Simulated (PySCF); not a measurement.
```xyz
3
charge 0 multiplicity 3, angstrom
Hf   -0.0144    0.1296   -0.2000
F     0.0593   -0.5348   -1.9875
Cl    0.0417   -0.3763    2.1085
```

Level of theory: UPBE0/[Hf def2-TZVP with ECP60, F def2-TZVP, Cl def2-TZVP], scalar-relativistic core potentials, density fitting, no spin–orbit coupling, PySCF.

This geometry of HfFCl is a stationary point at this level.

Q: What is the point group?

A: Cs.

Q: Is it a minimum?

A: Yes: all harmonic wavenumbers are real.

Q: List the harmonic modes with their infrared intensities.

A: 
```tsv
symmetry	ω (cm⁻¹)	IR (km/mol)
a'	66	1.7
a'	359	49.9
a'	628	117
```

Q: What are the dipole moment and the gap between the highest occupied and lowest empty levels of either spin?

A: 1.15 D and 2.61 eV.

Other isomers or separated fragments may lie lower. Other spin states or occupations of the open shell can lie lower. At this level a broken-symmetry Ms = 0 minimum of Cs symmetry lies 25 kJ/mol below this structure. With an element this heavy the missing spin–orbit coupling can shift these numbers.
